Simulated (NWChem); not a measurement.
System: CH5InS; SMILES C[S][InH2]

Input file for NWChem:

```
start job
memory heap 200 mb stack 900 mb global 1100 mb
geometry units angstroms noautosym nocenter noautoz
  In     0.088501     0.951408    -0.001769
  H     -1.171295     2.118711    -0.012286
  H      1.800514     1.160047     0.014591
  S     -0.620695    -1.341806    -0.007306
  C      0.951089    -2.273112    -0.001438
  H      1.009137    -2.886673    -0.911433
  H      0.968515    -2.937041     0.874235
  H      1.829788    -1.614376     0.037532
end
basis spherical
  * library def2-svpd
end
ecp
  In library def2-ecp
end
dft
  xc b3lyp
  iterations 150
end
property
  response 1 0.0
end
task dft property
```

NWChem printed, in part:

```
             Northwest Computational Chemistry Package (NWChem) 7.3.0
             --------------------------------------------------------

                             Geometry "geometry" -> ""
                             -------------------------

 Output coordinates in angstroms (scale by  1.889725989 to convert to a.u.)

  No.       Tag          Charge          X              Y              Z
 ---- ---------------- ---------- -------------- -------------- --------------
    1 In                  49.0000     0.08850100     0.95140800    -0.00176900
    2 H                    1.0000    -1.17129500     2.11871100    -0.01228600
    3 H                    1.0000     1.80051400     1.16004700     0.01459100
    4 S                   16.0000    -0.62069500    -1.34180600    -0.00730600
    5 C                    6.0000     0.95108900    -2.27311200    -0.00143800
    6 H                    1.0000     1.00913700    -2.88667300    -0.91143300
    7 H                    1.0000     0.96851500    -2.93704100     0.87423500
    8 H                    1.0000     1.82978800    -1.61437600     0.03753200

 Effective nuclear repulsion energy (a.u.)     325.7948924460

                                 NWChem DFT Module
                                 -----------------

 Summary of "ao basis" -> "ao basis" (spherical)
 ------------------------------------------------------------------------------
       Tag                 Description            Shells   Functions and Types
 ---------------- ------------------------------  ------  ---------------------
 In                        def2-svpd                12       32   5s4p3d
 H                         def2-svpd                 4        8   2s2p
 S                         def2-svpd                11       27   5s4p2d
 C                         def2-svpd                 8       20   4s2p2d

            General Information
            -------------------
          SCF calculation type: DFT
          Wavefunction type:  closed shell.
          No. of atoms     :     8
          No. of electrons :    48
           Alpha electrons :    24
            Beta electrons :    24
          Charge           :     0
          Spin multiplicity:     1
          Use of symmetry is: off; symmetry adaption is: off
          Maximum number of iterations: 150
          AO basis - number of functions:   119
                     number of shells:    51
          Convergence on energy requested:  1.00D-06
          Convergence on density requested:  1.00D-05
          Convergence on gradient requested:  5.00D-04

              XC Information
              --------------
                         B3LYP Method XC Potential
                     Hartree-Fock (Exact) Exchange  0.200
                        Slater Exchange Functional  0.800 local
                    Becke 1988 Exchange Functional  0.720 non-local
              Lee-Yang-Parr Correlation Functional  0.810
                  VWN I RPA Correlation Functional  0.190 local

             Grid Information
             ----------------
          Grid used for XC integration:  medium
          Radial quadrature: Mura-Knowles
          Angular quadrature: Lebedev.
          Tag              B.-S. Rad. Rad. Pts. Rad. Cut. Ang. Pts.
          ---              ---------- --------- --------- ---------
          In                  1.55      123          12.0       590
          H                   0.35       45          14.0       434
          S                   1.00       88          13.0       590
          C                   0.70       49          13.0       434
          Grid pruning is: on
          Number of quadrature shells:   485
          Spatial weights used:  Erf1

      Superposition of Atomic Density Guess
      -------------------------------------

 Sum of atomic energies:        -655.52185993

      Non-variational initial energy
      ------------------------------

 Total energy =    -627.650388
 1-e energy   =   -1277.504632
 2-e energy   =     478.741370
 HOMO         =      -0.299190
 LUMO         =      -0.006440

   convergence    iter        energy       DeltaE   RMS-Dens  Diis-err
 ---------------- ----- ----------------- --------- --------- ---------
 d= 0,ls=0.0,diis     1   -629.3338924358 -8.00D+02  1.19D-02  2.72D-01
 d= 0,ls=0.0,diis     2   -629.3325434083  1.35D-03  6.15D-03  2.31D-01
 d= 0,ls=0.0,diis     3   -629.3685416226 -3.60D-02  1.99D-03  4.24D-02
 d= 0,ls=0.0,diis     4   -629.3754992552 -6.96D-03  3.69D-04  1.01D-03
 d= 0,ls=0.0,diis     5   -629.3756323484 -1.33D-04  1.31D-04  1.45D-04
  Resetting Diis
 d= 0,ls=0.0,diis     6   -629.3756543462 -2.20D-05  3.53D-05  1.27D-05
 d= 0,ls=0.0,diis     7   -629.3756564921 -2.15D-06  1.67D-05  6.70D-07
 d= 0,ls=0.0,diis     8   -629.3756564403  5.18D-08  9.09D-06  1.01D-06

         Total DFT energy =     -629.375656440271
      One electron energy =    -1279.742258192853
           Coulomb energy =      528.982840136879
    Exchange-Corr. energy =      -49.729112277851
 Nuclear repulsion energy =      171.112873893554

 Numeric. integr. density =       47.999963818569

                       DFT Final Molecular Orbital Analysis
                       ------------------------------------

[...]

 DFT Linear Response polarizability / au
 Frequency  =       0.0000000 / au
              X              Y              Z
 -----------------------------------------------
 X      75.9379740     -2.5137327      0.1368503
 Y      -2.5138002     99.7690208      0.0094844
 Z       0.1368507      0.0094828     57.1673148
 -----------------------------------------------
 Eigenvalues =      75.6767237    100.0312871     57.1662988
 Isotropic   =      77.6247699
 Anisotropic =      37.2369965
 -----------------------------------------------

 Magnetic Dipole Response Matrix (nonzero elements):

 Exiting AOResponse driver routine
```

Level: B3LYP/def2-SVPD with def2 effective core potentials on In. Coordinates come from a PBE0/def2-SVP optimisation. Not confirmed as a minimum by frequencies. def2 effective core potentials on In; no spin-orbit coupling.
